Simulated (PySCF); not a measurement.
Geometry (Å), atoms numbered from 1 in this order:
```xyz
11

O    -2.437    0.921    0.069
Si   -1.249   -0.049    0.686
O    -1.455   -1.562    0.064
O     0.212    0.598    0.256
Si    1.619    0.179   -0.522
H    -2.219    1.853   -0.023
H    -1.291   -0.172    2.156
H    -1.808   -1.609   -0.830
H     1.328   -0.307   -1.905
H     2.337   -0.895    0.226
H     2.478    1.393   -0.602
```

Level of theory: PBE0-D3(BJ)/def2-SVP structure, shieldings: GIAO KT3/pcSseg-2, in PySCF (no solvent model, non-relativistic, one computed conformer, fast rotation and ring inversion assumed for equivalent nuclei).

Referencing at the same level of theory: 1H and 29Si against TMS; 17O vs H2O.

```csv
atoms,nucleus,count,δ (ppm)
Si5,29Si,1,-45.4
H9/H10/H11,1H,3,4.98
H6/H8,1H,2,?
H7,1H,1,4.75
O4,17O,1,?
O1/O3,17O,2,61.5
Si2,29Si,1,-55.2
```

Q: Estimate the values marked ?.

A: 
- H6/H8: 1.60 ppm, hydrogen on an oxygen bonded to Si; labile proton, position sensitive to the medium
- O4: 65.6 ppm, oxygen bonded to 2 Si

OH and NH positions are those of a molecule without intermolecular hydrogen bonds; in solution they move with solvent, concentration and temperature, and exchange usually removes their couplings. Experimental scales use liquid or dissolved standards, which lie at an offset from isolated H2O (liquid H2O: subtract about 36 ppm).
